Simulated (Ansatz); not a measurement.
C2H6Al, charge +1, singlet, at a GFN2-xTB geometry (such geometries of metal compounds can be far from the true shape); WB97M-V/6-31G* (Ansatz, an electronic-structure program).

Input for Ansatz:
Ansatz 0.2 input:
```yaml
crystal:
  periodic: [false, false, false]
  atoms:
    - {symbol: Al, position_ang: [-0.00000000, 0.00000000, -0.00000000]}
    - {symbol: C, position_ang: [1.50720605, 0.20042735, -1.23909353]}
    - {symbol: H, position_ang: [2.19275998, -0.66045124, -1.17828475]}
    - {symbol: H, position_ang: [2.09155963, 1.10777030, -1.01536712]}
    - {symbol: H, position_ang: [1.16035750, 0.27671081, -2.28248740]}
    - {symbol: C, position_ang: [-1.50720605, -0.20042735, 1.23909353]}
    - {symbol: H, position_ang: [-2.07340287, -1.12374067, 1.03486934]}
    - {symbol: H, position_ang: [-2.20884983, 0.64552472, 1.15629899]}
    - {symbol: H, position_ang: [-1.16242441, -0.24581393, 2.28497092]}
basis:
  gaussian:
    orbitals: 6-31G*
hamiltonian:
  xc: {name: wB97M-V}
total_charge: 1
```

The log (banner, timings and long lists left out):

```
Functional definition: wB97M-V
641 factors; integrals over basis functions are off by at most 8.2e-4 eV
193 factors; integrals over basis functions are off by at most 6.3e-6 eV
mean field evaluation 1: about -8751.4166 eV, gradient 5.8e1 eV
mean field evaluation 2: about -8754.8917 eV, gradient 4.2e1 eV
mean field evaluation 4: about -8759.3232 eV, gradient 1.5e-1 eV
mean field evaluation 8: about -8759.3169 eV, gradient 3.6e-3 eV
mean field -8759.31690953 eV, -321.8989591470 hartree, gradient 2.2e-5 eV, S^2 0.000000; 0 other end points of the search recorded, 0 dependent functions left out
reference -8759.31695139 eV, -321.8989606852 hartree; 15, 15 occupied and 46, 46 virtual orbitals, 641 factors
Total energy: -8759.31695139 eV, -321.8989606852 hartree
```
